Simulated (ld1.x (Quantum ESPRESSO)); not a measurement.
Before and after: ultrasoft potential for chlorine

Cl, ultrasoft, made with ld1.x (Quantum ESPRESSO) 7.5 (PBE, scalar-relativistic). Core [Ne], reference 3s2 3p5. Waves: 3s (bound): rcut 0.90, rcutus 1.15 bohr; 3s channel at -0.65 Ry: rcut 0.90, rcutus 1.15 bohr; 3p (bound): rcut 1.30, rcutus 1.55 bohr; 3p channel at 3.3 Ry: rcut 1.30, rcutus 1.55 bohr; 3d channel at 0.05 Ry: rcut 0.95, rcutus 1.30 bohr. Local part: all-electron potential smoothed inside 1.50 bohr (lloc = -1). Core correction: Bessel-smoothed model core, default radius (core density twice the valence density). Augmentation charge: PSQ, inside the norm-conserving radii.

All-electron outer shells of the reference configuration (PBE, scalar-relativistic, ld1.x):

```json
{"shell": "2s", "level (eV)": "-252.70", "outermost node (bohr)": "0.12", "outermost maximum (bohr)": "0.36"}
{"shell": "2p", "level (eV)": "-191.63", "outermost node (bohr)": "–", "outermost maximum (bohr)": "0.30"}
{"shell": "3s", "level (eV)": "-20.69", "outermost node (bohr)": "0.55", "outermost maximum (bohr)": "1.29"}
{"shell": "3p", "level (eV)": "-8.59", "outermost node (bohr)": "0.53", "outermost maximum (bohr)": "1.43"}
```

Change: waves 3p (bound): rcut 1.06, rcutus 1.12 bohr; 3p channel at 3.3 Ry: rcut 1.06, rcutus 1.12 bohr.

Cutoffs: the cutoffs (Ry, on a coarse ladder) from which the occupation-weighted sum of valence levels, in a spherical-Bessel basis at the reference potential, stays within 10 and 1 mRy of its value at 400 Ry; they do not see the model core or the augmentation charge, which bear on the density cutoff. Errors are all-electron minus pseudo energies relative to the spin-unpolarised reference configuration.

Task: Predict the effect on cutoff, ghosts and configuration errors.

Result: The potential gets harder (30 Ry and 55 Ry → 35 Ry and 70 Ry); of the 7 tests that both files solve, the error grows in 1 and shrinks in 4 by more than 15 % and 0.3 meV (median size 4.4 → 1.4 meV); neither file shows a bound ghost. A smaller radius makes the pseudo-wave follow the all-electron one further in, where it bends more sharply, so more plane waves are needed.

| quantity | base | changed |
| --- | --- | --- |
| cutoff, loose | 30 Ry | 35 Ry |
| cutoff, tight | 55 Ry | 70 Ry |
| loose cutoff by channel (10 mRy a level) | s 25 Ry, p 18 Ry | s 25 Ry, p 12 Ry |
| bound ghosts | none | none |
| error for 3s2 3p4, meV [ΔE 13.88 eV] | -0.3 | -0.9 |
| error for 3s2 3p3, meV [ΔE 39.32 eV] | +4.4 | -1.5 |
| error for 3s2 3p2, meV [ΔE 77.63 eV] | +24 | -2.5 |
| error for 3s2 3p4.5, meV [ΔE 5.58 eV] | -0.4 | -0.5 |
| error for 3s1 3p6, meV [ΔE 12.15 eV] | -14 | -1.4 |
| error for 3s2 3p5.3, meV [ΔE -2.14 eV] | +0.3 | +0.3 |
| error for 3s1 3p5, meV [ΔE 26.58 eV] | -18 | -5.1 |
| lowest overlap eigenvalue by channel | s 0.54, p 0.74, d 1.00 | s 0.54, p 0.74, d 1.00 |
